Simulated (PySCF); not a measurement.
# Electronic structure of N³⁺ (nitrogen, charge +3) at the TPSS level

Configuration: [He] 2s2, closed-shell 1S. Calculation: PySCF 2.14, in x2c-SVPall (3s2p1d, 14 functions); the spin-free X2C one-electron Hamiltonian (Gaussian nucleus).

```json
{
  "Total energy": "-51.1559 hartree",
  "One-electron energy": "-60.2466 hartree",
  "Hartree (Coulomb) energy": "14.3275 hartree",
  "Exchange-correlation energy": "-5.2368 hartree",
  "⟨S²⟩": "0.0000",
  "⟨L²⟩": "0.000",
  "Sum of ⟨r⟩": "2.715 bohr",
  "Sum of ⟨r²⟩": "3.109 bohr²",
  "Langevin diamagnetic susceptibility": "-2.46 ×10⁻⁶ cm³/mol",
  "Time after the integrals": "0.08 s of wall time on 1 thread of Neoverse-V2 (shared host)"
}
```

```
shell  electrons  mean orbital energy (eV)  rms radius, mean of both spins (bohr)
   1s          2                   -455.00                                  0.265
   2s          2                   -68.092                                   1.22
```
